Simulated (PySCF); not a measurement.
CH7ClOSi2. Atoms are numbered in the order given.

```xyz
12

Si    -2.5339     0.7907    -0.2912
C     -0.9340     0.1048    -1.0899
O     -0.3635    -0.9492    -0.3052
Si     0.7998    -0.7324     0.8714
Cl     2.4423     0.2712     0.0672
H     -3.1046     1.8747    -1.1667
H     -2.2212     1.3591     1.0657
H     -3.5386    -0.3156    -0.1371
H     -1.1759    -0.3115    -2.0921
H     -0.2013     0.9266    -1.2658
H      1.2016    -2.1046     1.2976
H      0.3102     0.1095     2.0128
```
Charge 0, spin multiplicity 1.

Coordinates come from a PBE-D3(BJ)/def2-SVP optimisation. The structure was generated by enumeration, and PubChem lists no compound with its InChIKey, so it may never have been made. The values are those of a single conformer.

The numbers are results of CAM-B3LYP/def2-TZVP (PySCF), not measurements.

Isolated molecule, no solvent.

* **total energy**: -1156.85525 hartree
* **highest occupied level**: -9.39 eV
* **lowest empty level**: 1.13 eV
* **orbital gap**: 10.52 eV
* **dipole moment**: 0.97 D
* **quadrupole, principal values (traceless, Buckingham form, about the centre of nuclear charge)**: -4.89, -1.35, 6.24 D·Å
* **mean static polarisability**: 78.6 bohr³ (11.65 Å³)
* **polarisability, principal values**: 68.4, 76.4, 91.0 bohr³
